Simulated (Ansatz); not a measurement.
Reaction (atomization): `CC(=O)[SiH3]` → 2 C• + 6 H• + O• + Si•

Computed with Ansatz on PBE0-D4/def2-TZVP structures; ΔE is electronic, products minus reactants. CBS: MP2 limit from def2 TZ/QZ plus the TZ coupled-cluster correction, frozen cores. This one scheme is used for every species, atoms too. DFT in def2-TZVPP. No spin–orbit coupling; open shells (•) take unrestricted orbitals. Spin–orbit coupling would lower the free atoms: a little for C, O, Si.

```
       species  ωB97M-V energy (Eh)
`CC(=O)[SiH3]`           -444.49615
            C•            -37.84639
            H•             -0.49411
            O•            -75.07717
           Si•           -289.35250
```

Problem. Work out ΔE.

Solution. ΔE = 6 × (-0.49411) + 2 × (-37.84639) + (-75.07717) + (-289.35250) − (-444.49615) = 1.40904 Eh = +884.2 kcal/mol. CCSD(T)/CBS gives +881.9 kcal/mol.

Largest T1 diagnostic among the species: 0.015.

The D4 term adds +6.5 kcal/mol with B3LYP and +3.4 kcal/mol with PBE0; it sums over pairs of atoms, weighted by their polarisabilities, and B3LYP, whose exchange is more repulsive, gets the larger term. From r2SCAN to r2SCAN0 (25 % exact exchange), in def2-TZVPP and without D4, ΔE moves by −14.9 kcal/mol: exact exchange takes away binding that semilocal exchange gives to molecules. In def2-TZVPP, CCSD(T) changes the Hartree–Fock value by +214.5 kcal/mol (the triples alone add +12.8 kcal/mol) and MP2 by +224.7 kcal/mol; breaking electron pairs costs correlation energy, which Hartree–Fock lacks.

B3LYP here is the variant with VWN-RPA as its local correlation; programs differ in this.

For atomizations the MP2-based limit and the directly extrapolated one differ by several kJ/mol either way, and by 10 to 25 for some Ge, Se and Sn compounds, so smaller differences from it don't rank the levels.
